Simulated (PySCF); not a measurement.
Diatomics with 132 electrons

PBE0 in PySCF with def2-SVP on every atom (core potentials on In, Sn, Sb, Tl, Pb, Bi), for the lowest determinant that a PBE0 search found; no spin–orbit coupling. All have 132 electrons, 8 of them in the valence shells, and the same state, a triplet (π ↑↑). For ions De leads to the atom and ion picked by measured ionisation energies and electron affinities.

```csv
species,difference of nuclear charges,Re (Å),ωe (cm⁻¹),k (mdyn/Å),De (eV),dissociates to,Mayer bond order
TlSb,30,3.014,124,0.694,1.63,Tl + Sb,1.10
SnPb,32,2.826,169,1.28,2.25,Sn + Pb,1.98
InBi,34,3.026,126,0.690,1.57,In + Bi,1.12
SnBi⁺,33,2.869,166,1.23,n/a,Sn + Bi⁺,1.68
```

These are scalar-relativistic numbers at best; spin–orbit coupling would shift them, the dissociation energy most. States were picked by a PBE0 search and need not be the measured ground states.
